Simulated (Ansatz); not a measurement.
An input meant for the cluster Be3O3 (charge 0, singlet; atoms displaced at random, 0.03 Å in each coordinate).

```yaml
crystal:
  periodic: [false, false, false]
  atoms:
    - {symbol: Be, position_ang: [-0.753527, -1.048628, -0.183347]}
    - {symbol: Be, position_ang: [-0.538595, 1.197554, 0.053734]}
    - {symbol: Be, position_ang: [1.277671, -0.129117, 0.126311]}
    - {symbol: O, position_ang: [0.908139, 1.286376, 0.225961]}
    - {symbol: O, position_ang: [0.663458, -1.407406, -0.147806]}
    - {symbol: O, position_ang: [-1.505565, 0.120285, -0.123310]}
basis:
  gaussian: {orbitals: pcseg-2}
hamiltonian: {xc: {name: HF}}
correlation: {active_space: {window: {electrons: 3, orbitals: 2}}}
scf: {omitted_lower_state_checks: [starts]}
output: {forces: true}
```

```sh
$ ansatz run in.yaml --threads 4 --pin off --events-out ev --progress --plain --max-ram 3916MiB
```

It prints (some lines left out):

```
Functional definition: HF
1016 factors; integrals over basis functions are off by at most 8.2e-4 eV
mean field evaluation 1: about -7308.1696 eV, gradient 6.8e1 eV
mean field evaluation 2: about -7308.8048 eV, gradient 6.9e1 eV
mean field evaluation 4: about -7317.3384 eV, gradient 3.5e0 eV
mean field evaluation 8: about -7317.4652 eV, gradient 5.0e-1 eV
mean field evaluation 16: about -7317.4662 eV, gradient 2.8e-6 eV
mean field -7317.46618847 eV, -268.9119224694 hartree, gradient 2.8e-6 eV, S^2 0.000000; 0 other end points of the search recorded, 0 dependent functions left out
reference -7317.46618847 eV, -268.9119224694 hartree; 18, 18 occupied and 117, 117 virtual orbitals, 1016 factors
Error: 3 electrons in 2 orbitals form no window around the highest filled level of the reference
```

**Question.** What is wrong with this run?

**Answer.** The active space doesn't fit the electrons. The run stopped with an error.
